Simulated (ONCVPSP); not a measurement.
Configuration tests for gold (Au) (ONCV)

| Item | Value |
| --- | --- |
| Element | gold |
| Generator | ONCVPSP 4.0.1 |
| Type | optimised norm-conserving Vanderbilt (ONCV) |
| Functional | LDA (Perdew-Zunger) |
| Relativity | scalar-relativistic |
| Frozen core | [Kr] 4d10 4f14 |
| Valence charge | 19 |
| Reference configuration | 5s2 5p6 5d10 6s1 |
| Partial waves | 5s+6s: rc 1.30 bohr, ncon 3, nbas 6, qcut 8.9 1/bohr, 2 projectors; 5p: rc 1.60 bohr, ncon 4, nbas 8, qcut 6.7 1/bohr, 2 projectors, debl 1.2 Ha; 5d: rc 1.60 bohr, ncon 3, nbas 7, qcut 5.9 1/bohr, 2 projectors, debl 2.8 Ha |
| Local potential | polynomial inside 1.15 bohr (lpopt 5, dvloc0 0 Ha) |
| Core correction | none |

In the p channel the program set the typed energies aside and used -2.207, 0.250 Ha.

Energies are relative to the spin-unpolarised reference configuration 5s2 5p6 5d10 6s1; without spin polarisation the order of configurations can differ from experiment.

Task: Give the all-electron excitation energy and the error of the potential for: 5s2 5p6 5d10 6s0; 5s2 5p6 5d9 6s0; 5s2 5p6 5d8 6s0; 5s2 5p6 5d9 6s1 6p1.

Result:

```
valence configuration  charge  ΔE all-electron (eV)  error AE − PS (meV)
     5s2 5p6 5d10 6s0      +1                 9.774                 -2.9
      5s2 5p6 5d9 6s0      +2                31.275                 -9.1
      5s2 5p6 5d8 6s0      +3                65.442                  -17
  5s2 5p6 5d9 6s1 6p1       0                 7.518                 +0.1
```

Levels in the configuration 5s2 5p6 5d10 6s0:

| level | all-electron (eV) | pseudo (eV) |
| --- | --- | --- |
| 5s | -117.349 | -117.365 |
| 5p | -68.673 | -68.682 |
| 5d | -15.620 | -15.623 |
